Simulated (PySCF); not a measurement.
# Ionisation energy of Eu⁴³⁺ by level of theory

Eu⁴³⁺ [Ar] 3d2 (3F) → Eu⁴⁴⁺ [Ar] 3d1 (2D), as a difference of total energies. All numbers are calculated (PySCF 2.14, scalar relativity by spin-free X2C-1e, in an uncontracted even-tempered set (18 s from 8.8 bohr⁻², ratio 2.5; 12 p from 11 bohr⁻², ratio 2.5; 7 d from 11 bohr⁻², ratio 2.5; 4 f from 40 bohr⁻², ratio 2.7; 3 g from 60 bohr⁻², ratio 2.7)). Correlated levels: outer shells: [Ne] frozen; virtual orbitals above 40 to 60 times the deepest correlated orbital energy dropped. The calculations carry no spin-orbit coupling.

| method | ionisation energy (eV) |
| --- | --- |
| UHF | 3382.0 |
| LDA | 3380.5 |
| PBE | 3381.5 |
| PBE0 | 3382.0 |
| r2SCAN | 3383.7 |
| r2SCANh | 3383.6 |
| M06 | 3380.3 |
| MP2 (outer shells) | 3381.6 |
| SCS-MP2 (outer shells) | 3381.5 |

Spin-orbit coupling is strong in these open shells (close to jj coupling). The scalar numbers leave it out and a first-order estimate fails, so it can dominate the gap to the real levels.

Breit and QED terms and the two-electron picture change are absent.

For comparison: 3398 ± 4 eV (theoretical estimate listed by NIST; NIST Atomic Spectra Database, ionization energies).
